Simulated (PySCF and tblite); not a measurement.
Values are calculated unless marked as measured or tabulated.
C8H5FOS, numbered as in [OH:1][c:2]1[s:3][c:4]2[cH:5][cH:6][cH:7][cH:8][c:9]2[c:10]1[F:11].

Conformers came from 60 starts (ETKDG and KDG, MMFF94s, GFN2-xTB); geometries are GFN2-xTB. Free energies are PBE0-D3(BJ)/def2-SVP (IEF-PCM, dimethylsulfoxide) single points with GFN2-xTB rigid-rotor and vibrational terms (modes under about 100 cm⁻¹ blended into free rotors). Symmetry numbers and mirror images are counted. Conformers within 2.5 kcal/mol (GFN2-xTB free energy) were kept, 2 at most. (PySCF 2.14, tblite 0.8.)

Rotational constants are equilibrium values for the commonest isotopes; dipoles come from the energy level named and are polarised by its solvent model.

Torsions listed: H1–O1–C2–S3.

```
conformer  shape  symmetry
        1   180°        Cs
        2     0°        Cs
```

(1) Give the rotational constants and dipole components.

(2) Which type of transition is strongest for conformer 1?

## Answers

(1) 
| conformer | A (MHz) | B (MHz) | C (MHz) | abs μa (D) | abs μb (D) | abs μc (D) | κ | Ic−Ia−Ib (u Å²) |
| --- | --- | --- | --- | --- | --- | --- | --- | --- |
| 1 | 1825 | 846 | 578 | 0.29 | 0.56 | 0.00 | -0.57 | 0.0 |
| 2 | 1820 | 848 | 579 | 0.17 | 3.03 | 0.00 | -0.57 | 0.0 |

(2) b-type, since that component is clearly the largest; the top is asymmetric (κ = -0.57).


Conformer gaps in def2-SVP on xTB geometries can be 2 kcal/mol too large for S=O, P=O and other polar bonds.